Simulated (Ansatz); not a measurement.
System: C3H8BO (charge 0, doublet). It need not be the lowest isomer of its formula. 
Structure (B3LYP-D3(BJ)/def2-TZVP (Ansatz, a first-principles code) minimum search):
SMILES: [CH2]B(C)OC
```xyz
13

C     -1.0082     1.6127    -0.7118
B     -0.4198     0.3316    -0.1043
C     -1.2837    -0.7380     0.6715
O      0.9302     0.1738    -0.2825
C      1.6388    -0.9506     0.2126
H     -0.3944     2.3342    -1.2412
H     -2.0601     1.8684    -0.6479
H     -2.3383    -0.4673     0.7274
H     -1.2193    -1.7235     0.1975
H     -0.9223    -0.8763     1.6964
H      1.5633    -1.0187     1.3007
H      1.2615    -1.8795    -0.2223
H      2.6853    -0.8299    -0.0630
```
Charge 0, spin multiplicity 2.

Total electronic energies in hartree. Valence correlation only, unless marked. Open shells are spin-unrestricted. No spin-orbit coupling. Non-relativistic. CBS marks a two-point X^-3 extrapolation of the correlation energy; Hartree-Fock from the larger set.

```tsv
level	program	energy (Eh)
B3LYP/def2-TZVPD	Ansatz	-219.30366
PBE0/def2-SVP	Ansatz	-218.77831
PBE0-D3(BJ)/def2-TZVP	Ansatz + dftd3	-219.02796
PBE0-D3(BJ)/def2-TZVPD	Ansatz + dftd3	-219.02877
r2SCAN0/def2-TZVPD	Ansatz	-219.13967
PBE-QIDH/def2-TZVPD	Ansatz	-218.98392
RPA@PBE/cc-pVTZ	Ansatz	-219.25795
MP2/STO-3G	Ansatz	-215.33552
SCS-MP2/6-31G	Ansatz	-218.16176
SCS-MP2/6-31G*	Ansatz	-218.43427
SCS-MP2/cc-pwCVTZ	Ansatz	-218.75464
CCSD/6-31G	Ansatz	-218.20910
CCSD/6-31G*	Ansatz	-218.49591
CCSD(T) with core electrons/cc-pwCVTZ	Ansatz	-219.07815
CCSD(T)/CBS(cc-pVTZ,cc-pVQZ)	Ansatz	-218.9228
```

Totals of different functionals don't rank their quality; only differences between species are comparable.
